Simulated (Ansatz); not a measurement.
# Abstraction of F: SnHF3 + InHF → SnHF2 + InHF2

Species: SnHF3 `[F][SnH]([F])[F]`, singlet; InHF `[F][InH]`, doublet; SnHF2 `[F][SnH][F]`, doublet; InHF2 `[F][InH][F]`, singlet. A radical takes F: the energy is the difference in strength between the Sn–F bond broken and the In–F bond made.

Shapes, held fixed at every level: PBE0-D4/def2-TZVP. Programs: Ansatz 0.2.0. The zero-point and thermal change to 298 K, harmonic and unscaled (PBE0-D4/def2-TZVP), is +0.3 kJ/mol.

Estimate ΔH(298 K) of this reaction.

The highest level, CCSD(T)/def2-TZVPP, gives ΔH(298 K) = +13.6 kJ/mol; the levels span +4.8 to +18.1. The column of differences is taken from that level and isn't an error. No measured value is set beside it here. Open shells run unrestricted unless RO is named. For atoms past krypton def2 sets carry core potentials with scalar relativity. Correlated rows may include outer-core shells of In, Sn, which these sets cover unevenly.

```tsv
level	kind	ΔH(298 K) (kJ/mol)	less CCSD(T)/def2-TZVPP
HF/def2-SVP	Hartree–Fock	+10.2	-3.4
HF/def2-TZVPP	Hartree–Fock	+18.1	+4.5
SPW92/def2-TZVPP	LDA	+4.8	-8.8
r2SCAN-D4/def2-TZVPP	meta-GGA	+7.5	-6.1
PBE0-D4/def2-TZVPP	global hybrid	+9.4	-4.2
B2PLYP/def2-TZVPP	double hybrid	+9.4	-4.2
CCSD/def2-TZVPP	coupled cluster or CI	+14.4	+0.8
CCSD(T)/def2-TZVPP	coupled cluster or CI	+13.6	0.0
```
